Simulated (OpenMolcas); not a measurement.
An OpenMolcas run meant for Te V (ANO-RCC-VTZP, DKH3; inactive shells 1s 2s 2p 3s 3p 3d 4s 4p 4d; intended active space 2 electrons in 4 orbitals (5s 5p)). One step of its input:

```
&CASPT2
Multistate=3 1 2 3
Frozen=9 9
IPEA=3.0
Imaginary=0.1
MaxIter=60
WThr=0.0 0.3 0.05
PrWF=0.5
NoMix
```

The run finished. Its levels beside those of a sound run (MS-CASPT2, IPEA 0.25 Eh, imaginary shift 0.1 Eh (closed shells correlated: 4d)), in cm⁻¹ above each run's lowest level:

```csv
Level,This run,Usual run
5s² ¹S₀,0.0,0.0
5s 5p ³P°₀,76044,75275
5s 5p ³P°₁,78834,77992
5s 5p ³P°₂,85943,85174
5s 5p ¹P°₁,115242,110005
5p² ³P₀,178261,176320
5p² ³P₁,183577,181818
5p² ¹S₀,217406,212854
```

Task: Which setting is unsound, and how much does it matter here?

Result: The IPEA shift is far above its usual 0.25 hartree. Against the sound run the excited levels shown move by 2300 cm-1 on average and by 5200 cm-1 at most.

Over all roots computed the reference weight is 0.90 to 0.95 in the sound run; the roots of lowest weight are the least certain, and an intruder state may touch them. The ¹D term of p² mixes with s d, which this space lacks. Levels of configurations outside the active space are missing.

° marks odd parity.
